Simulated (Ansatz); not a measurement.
## Two structures, one formula

The two ends of one reaction step of GeH6OF2, closed shell (PBE0-D4/def2-TZVP).

A:

Ge1  (-0.632, -1.090, -0.934)
F2  (1.074, -0.858, -0.485)
H3  (-0.521, -2.238, -1.949)
H4  (-1.361, -1.519, 0.336)
H5  (-1.096, 0.214, -1.571)
H6  (0.231, 1.528, 0.990)
O7  (-0.680, 1.203, 1.018)
H8  (1.801, 0.425, 0.126)
F9  (2.063, 1.243, 0.519)
H10  (-0.880, 1.091, 1.950)
(Å)

B:

Ge1  (-1.120, -0.606, -0.537)
F2  (2.041, -1.023, -0.109)
H3  (-0.301, -0.484, -1.814)
H4  (-0.810, -1.842, 0.309)
H5  (-2.631, -0.458, -0.781)
H6  (0.777, 1.265, 0.550)
O7  (-0.652, 0.879, 0.414)
H8  (2.125, -0.124, 0.165)
F9  (1.745, 1.385, 0.593)
H10  (-1.174, 1.008, 1.209)
(Å)

Computed with Ansatz 0.2.0 (basis: def2-TZVPP); correlated methods freeze the cores. Filled d shells of the heavier atoms are correlated. The def2 sets are not built for correlating such inner shells, so the correlated values are less sure here. B3LYP uses VWN-RPA correlation.

**Question.** Which structure is lower at CCSD(T), and by how much? (To be estimated.)

**Answer.** Computed: A, by 0.117 eV (electronic energy, against the other). By their contacts, A is a complex of GeH₃F ([F][GeH3]) + H₂O + HF and B is a complex of GeH₄O ([OH][GeH3]) + HF + HF.

**Question.** Do the other methods give the same order? (Judge from chemistry; the calculation decides.)

**Answer.** By the calculation: Not all: SPW92 gives the other order.

```csv
method,E(B) − E(A) (eV)
SPW92,-0.066
PBE-D4,0.074
BLYP-D4,0.128
r2SCAN-D4,0.119
B97M-V,0.225
PBE0-D4,0.091
B3LYP-D4,0.135
r2SCAN0-D4,0.120
BHLYP-D4,0.172
CAM-B3LYP-D4,0.127
wB97X-V,0.149
wB97M-V,0.159
B2PLYP,0.133
PBE-QIDH,0.097
RPA on PBE,0.127
HF,0.297
MP2,0.085
CCSD,0.141
CCSD(T),0.117
```

The T1 diagnostic stays at or below 0.011.

Labels in which every atom is bracketed show which atoms are joined, not bond orders.

For scale, one of the runs: CCSD(T)/def2-TZVPP, 225 basis functions, launched by `ansatz run in.yaml --threads 8 --pin off --events-out ev --progress --plain --max-ram 19148MiB`. Time: 2.4 min of wall clock on 8 CPU threads of an Arm Neoverse N1; the host was shared. Peak host memory: 4.1 GiB.
